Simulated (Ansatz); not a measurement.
Total energies of SnH2MeF (CH5FSn) from Ansatz at PBE-D4/def2-TZVP, gas phase (1 Eh = 27.2114 eV = 2625.5 kJ/mol). The reference geometry is relaxed at PBE-D4/def2-TZVP.

```xyz
8

Sn    0.273    0.929    0.093
H     1.029    1.653   -1.273
H     1.008    1.378    1.583
C    -0.145   -1.164   -0.114
H     0.788   -1.728   -0.240
H    -0.785   -1.311   -0.992
H    -0.669   -1.517    0.783
F    -1.499    1.761    0.161
```

```
                 state   geometry  energy (Eh)
      charge 0 singlet  reference   -355.17633
      charge 1 doublet  reference   -354.79070
free Sn atom (triplet)          –   -214.24935
 free H atom (doublet)          –     -0.49962
 free C atom (triplet)          –    -37.79597
 free F atom (doublet)          –    -99.66912
```

In the def2 sets Sn takes a core potential; there is no spin–orbit coupling.

Work out the vertical ionisation energy to the doublet.

E(charge 1 doublet) − E(charge 0 singlet) = -354.79070 − (-355.17633) = 0.38563 Eh = 10.49 eV. For comparison, −ε of the highest occupied level is 7.35 eV at this level, 3.14 eV less.

What is the binding energy per atom against free atoms?

Atoms: 1 × (-214.24935) + 5 × (-0.49962) + 1 × (-37.79597) + 1 × (-99.66912) = -354.21254 Eh. Binding: -354.21254 − (-355.17633) = 0.96379 Eh = 26.23 eV, or 3.28 eV for each of 8 atoms (no zero-point energy, no counterpoise term).
